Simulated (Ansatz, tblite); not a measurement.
Cost and result up the ladder for Sn₂O₂⁻ (4 atoms). Charge -1, multiplicity 2. Geometry: r2SCAN-D4/def2-SVPD.

Cartesian coordinates in Å:
```
Sn 1.4715 0.4400 -0.2194
Sn -1.4713 -0.4402 0.2192
O 0.2502 -1.1624 -0.6539
O -0.2503 1.1625 0.6540
```

Ansatz on 4 threads of Arm Neoverse V2 on a shared host; xTB runs through tblite on one thread. Times are rough, summed over both states, and most runs start from the orbitals of an earlier one. PBE0-D4/def2-TZVPD serves as the yardstick here, not as an exact answer. Differences are given only for rows in sets of like size (and for xTB, whose basis is part of the method), since another set adds its own error. The other state is a quartet at its own geometry.

In the def2 sets Sn takes a core potential; there is no spin–orbit coupling. The xTB rows come from tblite. B3LYP takes the VWN-RPA correlation. Correlated methods freeze 10 core orbitals; core or outer-core shells of Sn are correlated, in sets that lack core-valence functions. The rows differ in basis, and correlated rows in double-zeta sets carry the largest basis error. In CCSD on the charge -1 doublet the largest single amplitude is 0.45, so its Hartree–Fock determinant may place the open shell otherwise than the density functionals do. The structure comes from a short search, and lower isomers may exist.

Run but left out: HF/STO-3G (doublet: ⟨S²⟩ 1.52, where a pure state has 0.75); HF/def2-SVPD, HF/def2-TZVPD, MP2/def2-SVPD, MP2/def2-TZVPD (doublet: a determinant that CCSD turns far, T1 0.056).

Correlated methods converge slowly with the basis, most of all in double-zeta sets.

xTB has no spin-polarisation term.

| level | functions | wall time | quartet − doublet (eV) | difference from PBE0-D4/def2-TZVPD (eV) | remarks |
| --- | --- | --- | --- | --- | --- |
| GFN1-xTB | 26 | 0.004 s | 4.90 | 2.46 | – |
| GFN2-xTB | 26 | 0.005 s | 4.18 | 1.74 | – |
| PBE-D4/def2-TZVPD | 192 | 6 s | 2.52 | 0.08 | HOMO above zero (doublet), HOMO above zero (quartet) |
| B3LYP-D4/def2-TZVPD | 192 | 10 s | 2.56 | 0.12 | HOMO above zero (doublet), HOMO above zero (quartet) |
| PBE0-D4/def2-TZVPD | 192 | 10 s | 2.44 | 0.00 | HOMO above zero (doublet), HOMO above zero (quartet) |
| r2SCAN-D4/def2-TZVPD | 192 | 16 s | 2.46 | 0.02 | HOMO above zero (doublet), HOMO above zero (quartet) |
| B97M-V/def2-TZVPD (with forces) | 192 | 24 s | 2.51 | 0.07 | HOMO above zero (doublet), HOMO above zero (quartet) |
| CCSD(T)/def2-SVPD | 110 | 70 s | 2.52 | – | large T1 (0.056) (doublet) |
